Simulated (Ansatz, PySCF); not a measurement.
Bond stretch in CN (anion, charge -1), singlet.

Levels: UHF/aug-cc-pVDZ (PySCF); RHF/aug-cc-pVDZ (PySCF); UKS-TPSSh = unrestricted TPSSh/aug-cc-pVDZ in PySCF; RKS-TPSSh = restricted TPSSh/aug-cc-pVDZ run with PySCF; UKS-M06-2X = PySCF 2.14.0 with unrestricted M06-2X/aug-cc-pVDZ; RKS-M06-2X = restricted M06-2X/aug-cc-pVDZ in PySCF; UKS-PBE0 = unrestricted PBE0/aug-cc-pVDZ (PySCF 2.14.0); RKS-PBE0 = restricted PBE0/aug-cc-pVDZ (PySCF); UKS-PBE = unrestricted PBE/aug-cc-pVDZ (Ansatz, a program for electronic structure); RKS-PBE = restricted PBE/aug-cc-pVDZ run with Ansatz; UKS-B3LYP/6-31G* = unrestricted B3LYP/6-31G*, spherical d (PySCF); RKS-B3LYP/6-31G* = restricted B3LYP/6-31G*, spherical d (PySCF 2.14.0); UKS-B3LYP/3-21G = PySCF with unrestricted B3LYP/3-21G; RKS-B3LYP/3-21G = restricted B3LYP/3-21G run with PySCF 2.14.0.

Scanned distances (Å): 0.88, 0.93, 0.99, 1.05, 1.11, 1.14, 1.17, 1.20, 1.24, 1.28, 1.36, 1.44, 1.56, 1.76, 1.92, 2.13, 2.32, 2.56, 2.83, 3.14, 3.48, 4.09, 4.70.

Task: Where does the unrestricted solution first break spin symmetry (<S²> of 0.01 or more)?

Result: UHF: between 1.24 and 1.28 Å; UKS-TPSSh: between 1.56 and 1.76 Å; UKS-M06-2X: between 1.56 and 1.76 Å; UKS-PBE0: between 1.56 and 1.76 Å; UKS-PBE: between 1.56 and 1.76 Å; UKS-B3LYP/6-31G*: between 1.56 and 1.76 Å; UKS-B3LYP/3-21G: between 1.56 and 1.76 Å.

```
R / Å  <S²> UHF  E(RHF) − E(UHF) / kJ/mol  <S²> UKS-TPSSh  E(RKS-TPSSh) − E(UKS-TPSSh) / kJ/mol  <S²> UKS-M06-2X  E(RKS-M06-2X) − E(UKS-M06-2X) / kJ/mol  <S²> UKS-PBE0  E(RKS-PBE0) − E(UKS-PBE0) / kJ/mol  <S²> UKS-PBE  E(RKS-PBE) − E(UKS-PBE) / kJ/mol  <S²> UKS-B3LYP/6-31G*  E(RKS-B3LYP/6-31G*) − E(UKS-B3LYP/6-31G*) / kJ/mol  <S²> UKS-B3LYP/3-21G  E(RKS-B3LYP/3-21G) − E(UKS-B3LYP/3-21G) / kJ/mol
-----  --------  ------------------------  --------------  ------------------------------------  ---------------  --------------------------------------  -------------  ----------------------------------  ------------  --------------------------------  ---------------------  --------------------------------------------------  --------------------  ------------------------------------------------
0.88       0.00                       0.0            0.00                                   0.0             0.00                                     0.0           0.00                                 0.0          0.00                               0.0                   0.00                                                 0.0                  0.00                                               0.0
0.93       0.00                       0.0            0.00                                   0.0             0.00                                     0.0           0.00                                 0.0          0.00                               0.0                   0.00                                                 0.0                  0.00                                               0.0
0.99       0.00                       0.0            0.00                                   0.0             0.00                                     0.0           0.00                                 0.0          0.00                               0.0                   0.00                                                 0.0                  0.00                                               0.0
1.05       0.00                       0.0            0.00                                   0.0             0.00                                     0.0           0.00                                 0.0          0.00                               0.0                   0.00                                                 0.0                  0.00                                               0.0
1.11       0.00                       0.0            0.00                                   0.0             0.00                                     0.0           0.00                                 0.0          0.00                               0.0                   0.00                                                 0.0                  0.00                                               0.0
1.14       0.00                       0.0            0.00                                   0.0             0.00                                     0.0           0.00                                 0.0          0.00                               0.0                   0.00                                                 0.0                  0.00                                               0.0
1.17       0.00                       0.0            0.00                                   0.0             0.00                                     0.0           0.00                                 0.0          0.00                               0.0                   0.00                                                 0.0                  0.00                                               0.0
1.20       0.00                       0.0            0.00                                   0.0             0.00                                     0.0           0.00                                 0.0          0.00                               0.0                   0.00                                                 0.0                  0.00                                               0.0
1.24       0.00                       0.0            0.00                                   0.0             0.00                                     0.0           0.00                                 0.0          0.00                               0.0                   0.00                                                 0.0                  0.00                                               0.0
1.28       0.05                       0.1            0.00                                   0.0             0.00                                     0.0           0.00                                 0.0          0.00                               0.0                   0.00                                                 0.0                  0.00                                               0.0
1.36       0.55                      16.5            0.00                                   0.0             0.00                                     0.0           0.00                                 0.0          0.00                               0.0                   0.00                                                 0.0                  0.00                                               0.0
1.44       0.93                      53.7            0.00                                   0.0             0.00                                     0.0           0.00                                 0.0          0.00                               0.0                   0.00                                                 0.0                  0.00                                               0.0
1.56       1.34                     133.6            0.00                                   0.0             0.00                                     0.0           0.00                                 0.0          0.00                               0.0                   0.00                                                 0.0                  0.00                                               0.0
1.76       1.80                     300.4            0.79                                  20.5             0.98                                    35.1           0.93                                32.6          0.10                               0.2                   0.83                                                26.9                  0.88                                              30.4
1.92       2.13                     445.2            1.29                                  65.0             1.50                                   103.4           1.41                                87.5          0.82                              17.1                   0.85                                                22.3                  1.38                                              88.3
2.13       2.50                     588.6            1.74                                 136.8             1.96                                   210.3           1.86                               174.1          1.42                              60.8                   1.42                                                76.5                  1.83                                             178.9
2.32       2.71                     651.1            2.06                                 203.9             2.26                                   307.5           2.16                               254.3          1.80                             107.1                   1.72                                               132.9                  2.11                                             260.6
2.56       2.85                     688.1            2.33                                 280.7             2.49                                   414.6           2.41                               344.9          2.14                             163.6                   1.94                                               200.6                  2.34                                             351.5
2.83       2.93                     706.5            2.50                                 349.6             2.64                                   469.7           2.57                               425.1          2.36                             216.3                   2.20                                               266.4                  2.49                                             432.5
3.14       2.97                     715.2            2.60                                 406.9             2.74                                   486.2           2.67                               483.0          2.50                             260.6                   2.35                                               323.8                  2.58                                             499.7
3.48       2.99                     718.3            2.66                                 449.2             2.80                                   491.7           2.72                               505.7          2.57                             293.2                   2.44                                               353.9                  2.64                                             535.1
4.09       3.01                     718.2            2.69                                 480.6             2.85                                   490.2           2.76                               513.2          2.62                             325.4                   2.51                                               359.3                  2.47                                                 —
4.70       3.01                     716.3            2.70                                 483.1             2.87                                   485.3           2.77                               512.1          2.63                             340.3                   2.54                                               354.2                  2.52                                                 —
```

Dashes: no converged value, or the column stops at the first point that the program doubted or that broke a chosen test of continuity, which isn't proof of a fault.
